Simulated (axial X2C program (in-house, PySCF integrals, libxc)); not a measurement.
## Potential curves of AuTe, without spin–orbit coupling

Computed with an in-house all-electron X2C program for linear molecules (integrals from PySCF). Spin-free means the one-electron spin-free X2C Hamiltonian. Basis: Au dyall-cv3z [13s14p9d6f4g], Te dyall-cv3z [11s12p8d4f1g] (cores contracted in-house); Gaussian nuclei, density fitting, unrestricted open shells. Masses: Au 196.967 u, Te 129.906 u.

State: M_S = 1/2, Λ = 1 (beyond evenly filled blocks: π+α, π+β, π-α). Energies in eV from the fragments at the same level (Au + Te). Fits are polynomials in 1 − R0/R over 0.85 to 1.23 times the lowest point R0.

```tsv
R (Å)	M06
2.1663	-1.0418
2.2659	-1.7467
2.3406	-2.0607
2.4153	-2.2429
2.4900	-2.3276
2.5772	-2.3371
2.6643	-2.2793
2.7764	-2.1402
2.9133	-1.9140
3.1125	-1.5429
3.3864	-1.0505
3.7350	-0.5770
```

One determinant describes the state; a PBE0 search over occupations chose it and may have missed a lower one. Dissociation energies refer to the lowest single-determinant-based atoms at the same level and basis. The functionals have no current-density term, which raises determinants with orbital currents, atoms included. Spin-free De lacks the spin–orbit lowering of the heavy p-block atom, a tenth of an eV or more for 4p and 5p, up to an eV for 6p and one to two eV for 7p atoms, less what an open-shell molecule gains itself.

Q: Fit the M06 curve near its minimum: give the equilibrium distance, the harmonic wavenumber and the well depth.

A: At M06, spin-free: Re = 2.543 Å, ωe ≈ 188 cm⁻¹, De = 2.34 eV to Au + Te; Be follows as 0.0333 cm⁻¹.
